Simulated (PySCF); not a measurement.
What does the PBE0-D3(BJ)/def2-SVP structure of InChI=1S/C4H5F3/c1-2-3(5)4(6)7/h2H2,1H3 look like in three dimensions?

```xyz
12
C4H5F3 angstrom
C     -1.5521    0.4318   -0.3406
C     -0.1454   -0.0111   -0.7292
C      0.6099   -0.5803    0.4154
F      0.0423   -1.6298    1.0225
C      1.7714   -0.1375    0.8948
F      2.4055   -0.6643    1.9119
F      2.4201    0.8864    0.3857
H     -2.1018    0.8014   -1.2184
H     -1.5206    1.2368    0.4092
H     -2.1206   -0.4062    0.0881
H     -0.2023   -0.7796   -1.5208
H      0.4317    0.8270   -1.1458
```

Any rigid rotation of these coordinates is as good. Atoms count from 1 in this order. Of the pairs four or more bonds apart, F7···H12 is among the closest relative to their van der Waals radii: 2.51 Å, 94 % of the sum of Bondi's values. The 3 C–F bonds span 1.309 Å (C5–F6, drawn single) to 1.339 Å (C3–F4, drawn single), a spread of 0.030 Å. The 3 C–C bonds span 1.332 Å (C3=C5, drawn double) to 1.525 Å (C1–C2, drawn single), a spread of 0.193 Å.

Bonds between heavy atoms (Å): C1–C2 1.525, C2–C3 1.485, C3–F4 1.339, C3=C5 1.332, C5–F6 1.309, C5–F7 1.315.

Theory: PBE0-D3(BJ)/def2-SVP geometry optimisation, gas phase in PySCF.

Point group: C1 (no symmetry element, even within 0.4 Å). Not checked by PBE0-D3(BJ)/def2-SVP frequencies. The numbers are those of one conformer (C1–C2–C3–F4 58°).
